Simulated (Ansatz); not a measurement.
Consider the redistribution: `[OH][In]([OH])[Br]` + `[Cl][Zn][Cl]` → `[OH][In]([OH])[Cl]` + `[Cl][Zn][Br]`.

Calculated with Ansatz (gas phase, PBE0-D4/def2-TZVP geometries, no zero-point term in ΔE). CCSD(T)/CBS adds triple-zeta CCSD(T) − MP2 to the extrapolated MP2 energy (def2 sets, frozen cores). DFT in def2-TZVPP. B3LYP here is the variant with VWN-RPA as its local correlation; programs differ in this. Elements past krypton have def2 core potentials. For Br, In, Zn outer-core shells are correlated without core-valence functions, which leaves a few kJ/mol of doubt a bond. Scalar relativity is left out up to krypton. One conformer a species, not always the lowest.

```csv
level,ΔE (kcal/mol)
ωB97X-V,0.6
PBE0,0.6
B3LYP,0.7
MP2/def2-QZVPP,1.1
```

(1) What does CCSD(T)/CBS give? (Best estimate.)

Largest T1 diagnostic among the species: 0.016.

Answers

(1) Ansatz gave: +0.8 kcal/mol. The listed levels differ from it by -0.2, -0.2, -0.1, 0.3 kcal/mol.

In def2-TZVPP, CCSD(T) changes the Hartree–Fock value by +0.8 kcal/mol (the triples alone add +0.1 kcal/mol) and MP2 by +0.9 kcal/mol.
